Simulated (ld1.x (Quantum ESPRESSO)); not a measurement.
## Varying the TM semilocal potential for Ta (Z = 73)

Base potential:

tantalum (Ta), norm-conserving Troullier–Martins (semilocal form), made with ld1.x (Quantum ESPRESSO) 7.5 (PBE, scalar-relativistic). Core [Kr] 4d10 4f14, reference 5s2 5p6 5d3 6s2 6p0. Waves: 5s (bound): rc 1.70 bohr; 5p (bound): rc 1.40 bohr; 5d (bound): rc 2.30 bohr. Local part: the d channel. Core correction: none.

Occupied shells without a wave of their own: 6s. They enter only through the test configuration that unscreens the potential.

Cutoffs, loose and tight: the cutoffs (Ry, on a coarse ladder) from which the occupation-weighted sum of valence levels, in a spherical-Bessel basis at the reference potential, stays within 10 and 1 mRy of its value at 400 Ry. They do not see the model core or the augmentation charge, which bear on the density cutoff. Test errors are all-electron minus pseudo excitation energies from the reference, over the configurations 5s2 5p6 5d3 6s1 6p0; 5s2 5p6 5d3 6s0 6p0; 5s2 5p6 5d2 6s0 6p0; 5s2 5p5 5d3 6s2 6p0; 5s2 5p6 5d3.5 6s1.5 6p0; 5s2 5p6 5d1 6s0 6p0; 5s2 5p6 5d3 6s1.5 6p0. A dash means not determined; rows that change the core or the reference have their own tests.

Cutoffs are not given where the Bessel-basis levels miss the radial ones by over 6 mRy, ghosts where they miss by over 20 mRy; a channel whose overlap is not positive is not tested.

In the semilocal form every listed channel keeps its own potential, so the choice of the local channel does not act on these tests. It acts once the file is put into the separable form.

A semilocal file is local in each channel, so a ghost entry of none says nothing of the separable form that plane-wave codes build from it.

| change | outcome | cutoff, loose | cutoff, tight | bound ghosts | largest test error (meV) |
| --- | --- | --- | --- | --- | --- |
| base | generated, misses its reference levels by 1.35 eV | 90 Ry | 110 Ry | none | -7310 |
| local potential the p channel | generated, misses its reference levels by 1.35 eV | 90 Ry | 110 Ry | none | -7310 |
| wave 5d (bound): rc 2.30 bohr becomes 5d (bound): rc 2.66 bohr | generated, misses its reference levels by 1.35 eV | 90 Ry | 110 Ry | none | -7287 |
| all radii scaled by about 1.16 (s 1.98, p 1.62, d 2.68 bohr) | generated, misses its reference levels by 10.64 eV | – | – | not determined | no test is counted, since the test run did not reproduce the reference configuration |

Question: What comes out with this change to the base: functional PBEsol?

Answer: outcome: generated, misses its reference levels by 1.36 eV; cutoff, loose: 90 Ry; cutoff, tight: 110 Ry; bound ghosts: none; largest test error (meV): -7361.

Question: What comes out with this change to the base: wave 5s (bound): rc 1.70 bohr becomes 5s (bound): rc 1.08 bohr?

Answer: outcome: generated; cutoff, loose: 110 Ry; cutoff, tight: 180 Ry; bound ghosts: none; largest test error (meV): -385.

Question: What comes out with this change to the base: core [Xe] 4f14, valence charge 5; reference 5d3 6s2 6p0; waves now 6s (bound): rc 2.95 bohr; 5d (bound): rc 1.60 bohr; 6p (bound): rc 3.60 bohr; local potential the p channel; core correction a·sin(br)/r model core inside 1.30 bohr?

Answer: outcome: generated; cutoff, loose: 25 Ry; cutoff, tight: 35 Ry; bound ghosts: none; largest test error (meV): -173.
